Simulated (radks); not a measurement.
Task: Ionisation ladder of copper, from Cu to Cu21+. Each ion is in the ground configuration listed by NIST, and IE = E(next ion) - E(this ion). Method: scalar-relativistic Kohn-Sham, r2SCAN, spin-polarised, spherical densities, finite nucleus; open shells are filled with parallel spins first; meta-GGA in the generalised Kohn-Sham scheme; Fermi nuclear charge, rms radius 3.8823 fm; computed with a radial shooting solver on a logarithmic mesh with Libxc functionals.

| species | configuration | IE, Delta-SCF (eV) | -e(HOMO) (eV) | HOMO |
|---|---|---|---|---|
| Cu | [Ar] 3d10 4s1 | 8.257 | 4.913 | 3d down |
| Cu+ | [Ar] 3d10 | 21.032 | 13.631 | 3d |
| Cu2+ | [Ar] 3d9 | 37.997 | 29.013 | 3d down |
| Cu3+ | [Ar] 3d8 | 57.662 | 47.432 | 3d down |
| Cu4+ | [Ar] 3d7 | ? | 68.266 | 3d down |
| Cu5+ | [Ar] 3d6 | 103.19 | 91.090 | 3d down |
| Cu6+ | [Ar] 3d5 | 139.91 | 126.00 | 3d up |
| Cu7+ | [Ar] 3d4 | 168.86 | 154.13 | 3d up |
| Cu8+ | [Ar] 3d3 | 199.36 | 183.88 | 3d up |
| Cu9+ | [Ar] 3d2 | 231.31 | 215.13 | 3d up |
| Cu10+ | [Ar] 3d1 | ? | 247.75 | 3d up |
| Cu11+ | [Ar] | 369.40 | 353.14 | 3p |
| Cu12+ | [Ne] 3s2 3p5 | 402.11 | 385.80 | 3p down |
| Cu13+ | [Ne] 3s2 3p4 | 434.58 | 418.53 | 3p down |
| Cu14+ | [Ne] 3s2 3p3 | 482.60 | 464.97 | 3p up |
| Cu15+ | [Ne] 3s2 3p2 | ? | 500.36 | 3p up |
| Cu16+ | [Ne] 3s2 3p1 | ? | 535.75 | 3p up |
| Cu17+ | [Ne] 3s2 | 629.60 | 615.72 | 3s |
| Cu18+ | [Ne] 3s1 | 670.37 | 656.38 | 3s up |
| Cu19+ | [Ne] | 1701.9 | 1649.8 | 2p |
| Cu20+ | [He] 2s2 2p5 | 1806.5 | 1754.6 | 2p down |
| Cu21+ | [He] 2s2 2p4 | 1909.1 | 1858.7 | 2p down |

Estimate the withheld Delta-SCF values.

Result: Cu4+: 79.519 eV (NIST 80); Cu10+: 264.54 eV (NIST 265.3); Cu15+: 518.00 eV (NIST 519); Cu16+: 553.09 eV (NIST 553).
